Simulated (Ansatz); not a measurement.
H₂N (SMILES [NH2]), doublet, at a GFN2-xTB geometry; PBE0/aug-cc-pVDZ run with Ansatz (a first-principles code).

Here is a job for Ansatz.
Ansatz 0.2 input:
```yaml
crystal:
  periodic: [false, false, false]
  atoms:
    - {symbol: N, position_ang: [0.00669643, 0.12471327, 0.03430287]}
    - {symbol: H, position_ang: [-0.85214990, -0.39082144, -0.12434158]}
    - {symbol: H, position_ang: [0.80527491, -0.48217148, -0.11577850]}
basis:
  gaussian:
    orbitals: aug-cc-pVDZ
hamiltonian:
  xc: pbe0
magnetization: {spin_polarized: true, initial_magnetization: 1}
output: {forces: true}
```

### Question
Write the output that Ansatz gives for this input, abridged.

### Answer

```
Functional definition: PBE0
366 factors; their error is unknown
mean field evaluation 1: about -1516.5437 eV, gradient 2.4e1 eV
mean field evaluation 2: about -1515.4323 eV, gradient 2.8e1 eV
mean field evaluation 4: about -1518.9749 eV, gradient 1.1e-1 eV
mean field evaluation 8: about -1518.9731 eV, gradient 1.3e-2 eV
mean field -1518.97309623 eV, -55.8212316896 hartree, gradient 3.9e-5 eV, S^2 0.753495; 0 other end points of the search recorded, 0 dependent functions left out
the calculation of the forces begins
reference -1518.97313327 eV, -55.8212330507 hartree; 5, 4 occupied and 36, 37 virtual orbitals, 366 factors
Total energy: -1518.97313327 eV, -55.8212330507 hartree
Atom 0 at     0.006696     0.124713     0.034303 Å, force     0.070641     1.315615     0.361865 eV/Å
Atom 1 at    -0.852150    -0.390821    -0.124342 Å, force    -0.226278    -0.647283    -0.181919 eV/Å
Atom 2 at     0.805275    -0.482171    -0.115779 Å, force     0.155636    -0.668332    -0.179946 eV/Å
Dipole moment:    -0.018526    -0.345031    -0.094902 e Å
```
